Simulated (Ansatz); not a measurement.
Consider the isomerisation: `CC(N)([SiH3])S` → `CC(S)N[SiH3]`.

Program: Ansatz. Geometries: PBE0-D4/def2-TZVP. ΔE: electronic, gas phase. CBS: MP2 limit from def2 TZ/QZ plus the TZ coupled-cluster correction, frozen cores. Functionals use def2-TZVPP. B3LYP here is the variant with VWN-RPA as its local correlation; programs differ in this. Each species was taken in one conformer, which may not be the lowest.

`CC(N)([SiH3])S`:

Z-matrix (Å, degrees):
```
C
C 1 1.522
H 1 1.092 2 109.6
H 1 1.091 2 111.7 3 121.0
H 1 1.096 2 110.4 3 -118.9
N 2 1.436 1 109.4 3 57.5
Si 2 1.897 1 110.9 3 -63.6
S 2 1.864 1 105.0 3 -178.5
H 6 1.012 2 112.1 1 178.5
H 6 1.015 2 111.1 1 58.0
H 7 1.490 2 108.0 1 -178.3
H 7 1.488 2 110.5 1 62.7
H 7 1.483 2 110.0 1 -58.4
H 8 1.343 2 96.6 1 176.5
```

`CC(S)N[SiH3]`:

```xyz
14

C     0.790    1.334    1.304
C     0.415    0.580    0.044
S    -0.213    1.848   -1.151
N    -0.500   -0.487    0.311
Si   -0.639   -1.883   -0.692
H     1.512    2.124    1.092
H     1.223    0.640    2.027
H    -0.096    1.791    1.752
H     1.315    0.151   -0.405
H    -0.463    0.991   -2.154
H    -1.328   -0.176    0.799
H     0.712   -2.485   -0.835
H    -1.148   -1.611   -2.071
H    -1.577   -2.816   -0.021
```

```csv
level,ΔE (eV)
PBE0-D4,-0.55
B3LYP,-0.66
HF/def2-TZVPP,-0.79
MP2/def2-QZVPP,-0.59
```

(1) What does CCSD(T)/CBS give? (Best estimate.)

Largest T1 diagnostic among the species: 0.011.

Answers

(1) Computed: -0.59 eV. The listed levels differ from it by 0.04, -0.07, -0.20, 0.00 eV.

The D4 term adds +0.05 eV with B3LYP and +0.02 eV with PBE0; it sums over pairs of atoms, weighted by their polarisabilities, and B3LYP, whose exchange is more repulsive, gets the larger term. From PBE to PBE0 (25 % exact exchange), in def2-TZVPP and without D4, ΔE moves by −0.04 eV.
